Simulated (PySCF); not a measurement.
**Mercury: a sound run and one with changed settings**

Sound run: Hg [Xe] 4f14 5d10 6s2, Hg⁺ [Xe] 4f14 5d10 6s1. Calculation: PySCF 2.14, in aug-cc-pVDZ-PP with ECP60MDF (5s5p4d2f, 54 functions); a scalar-relativistic core potential. In the sound run the correlated levels freeze 5s2 5p6 outside the core potential. The sound run starts from symmetry-adapted Hartree-Fock orbitals and uses a fine grid where one is needed.

Changed run: all electrons correlated in a basis built for the valence shell.

```
species  method  sound run (hartree)  changed run (hartree)  converged
     Hg     MP2           -152.92198             -153.06801        yes
    Hg⁺     MP2           -152.54107             -152.68153        yes
```

Ionisation energy of Hg:

```
 method  sound run (eV)  changed run (eV)
    UHF           8.541             8.541
    MP2          10.365            10.517
SCS-MP2          10.307            10.411
```

A valence basis has no tight correlating functions, so it recovers only part of the core correlation, and not evenly between atom and ion.

For comparison, NIST gives 10.438 eV between the lowest levels.
